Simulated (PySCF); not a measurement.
**Vertical excitation energies**

Compound: C5H8F3N.
SMILES: `CC(C)(N)C(F)=C(F)F`

Method: PySCF 2.14.0, density-fitted response routines, TDDFT PBE0/def2-SVPD, vertical, gas phase, core orbitals frozen in the response. The structure is a single GFN2-xTB conformer in the gas phase; no vibrational or solvent corrections. Torsions of this conformer, `[CH3:1][C:2]([CH3:3])([NH2:4])[C:5]([F:6])=[C:7]([F:8])[F:9]`: C1–C2–C5–F6 -60°, H–N4–C2–C1 60°, H–N4–C2–C1 -60°.

Task: List the vertical singlet excitations with oscillator strengths and describe the spectrum.

Result: 

```json
{"state": "S1", "E (eV)": "6.44", "E (kJ/mol)": "621", "λ (nm)": "192.6", "f": "0.022", "|μ| (D)": "0.96", "main configurations (H = HOMO, L = LUMO)": "H→L (78%), H→L+1 (16%)"}
{"state": "S2", "E (eV)": "6.59", "E (kJ/mol)": "636", "λ (nm)": "188.1", "f": "0.0091", "|μ| (D)": "0.60", "main configurations (H = HOMO, L = LUMO)": "H-1→L (72%), H-1→L+2 (14%)"}
{"state": "S3", "E (eV)": "6.68", "E (kJ/mol)": "644", "λ (nm)": "185.6", "f": "0.016", "|μ| (D)": "0.80", "main configurations (H = HOMO, L = LUMO)": "H→L+1 (79%), H→L (15%)"}
{"state": "S4", "E (eV)": "6.96", "E (kJ/mol)": "672", "λ (nm)": "178.1", "f": "0.0018", "|μ| (D)": "0.26", "main configurations (H = HOMO, L = LUMO)": "H-1→L+2 (67%), H-1→L (16%)"}
{"state": "S5", "E (eV)": "7.30", "E (kJ/mol)": "705", "λ (nm)": "169.8", "f": "0.0010", "|μ| (D)": "0.19", "main configurations (H = HOMO, L = LUMO)": "H→L+2 (88%), H→L+3 (8%)"}
{"state": "S6", "E (eV)": "7.47", "E (kJ/mol)": "721", "λ (nm)": "165.9", "f": "0.018", "|μ| (D)": "0.81", "main configurations (H = HOMO, L = LUMO)": "H→L+3 (64%), H-1→L+3 (10%)"}
```

Triplets, Tamm–Dancoff:

| state | E (eV) | λ (nm) | main configurations (H = HOMO, L = LUMO) |
| --- | --- | --- | --- |
| T1 | 4.57 | 271.4 | H-1→L+1 (92%) |
| T2 | 6.16 | 201.4 | H-1→L+2 (31%), H-1→L (24%), H→L (19%) |

The lowest singlet comes at 193 nm (621 kJ/mol) in the vacuum ultraviolet; it is weak; its leading configuration is HOMO→LUMO (78%). The lowest level is also the most intense of those listed (f = 0.022). Löwdin shares by element: HOMO nitrogen 64%, carbon 17% or more, hydrogen 6% or more; LUMO carbon 34% or more, hydrogen 8% or more (atoms not listed hold the other 58%). The oscillator strengths of these states sum to 0.069; summed over the whole spectrum of an exact calculation they would give the number of electrons, 72 (Thomas–Reiche–Kuhn). Of the 6 states listed, 3 reach f = 0.01 and none stays under 0.0005. Weighted by f, the mean energy of these states is 6.82 eV. Only the lowest 6 singlets were computed, as vertical energies without vibronic structure.

The run took 68 s on Arm Neoverse V2, one thread, shared host with 96 logical CPUs at a one-minute load of 77, and the process peaked at 1.0 GiB of memory.
